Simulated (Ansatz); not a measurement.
Reaction (formal exchange of groups at a B–S bond): `CBSCC` + `[AlH2][SiH2][SiH3]` → `CB[SiH2][SiH2][AlH2]` + `CCS`

Computed with Ansatz on PBE0-D4/def2-TZVP structures; ΔE is electronic, products minus reactants. CBS: MP2 limit from def2 TZ/QZ plus the TZ coupled-cluster correction, frozen cores. DFT in def2-TZVPP. Each species was taken in one conformer, which may not be the lowest.

| species | PBE energy (Eh) |
| --- | --- |
| `CBSCC` | -542.48385 |
| `[AlH2][SiH2][SiH3]` | -825.16125 |
| `CB[SiH2][SiH2][AlH2]` | -889.83448 |
| `CCS` | -477.76796 |

Q: Work out ΔE.

A: ΔE = (-889.83448) + (-477.76796) − (-542.48385) − (-825.16125) = 0.04266 Eh = +1.16 eV. CCSD(T)/CBS gives +1.15 eV.

Largest T1 diagnostic among the species: 0.014.

The D4 term adds −0.10 eV with B3LYP and −0.06 eV with PBE0; it sums over pairs of atoms, weighted by their polarisabilities, and B3LYP, whose exchange is more repulsive, gets the larger term. In def2-TZVPP, CCSD(T) changes the Hartree–Fock value by −0.17 eV (the triples alone add −0.01 eV) and MP2 by −0.10 eV.

B3LYP here is the variant with VWN-RPA as its local correlation; programs differ in this.
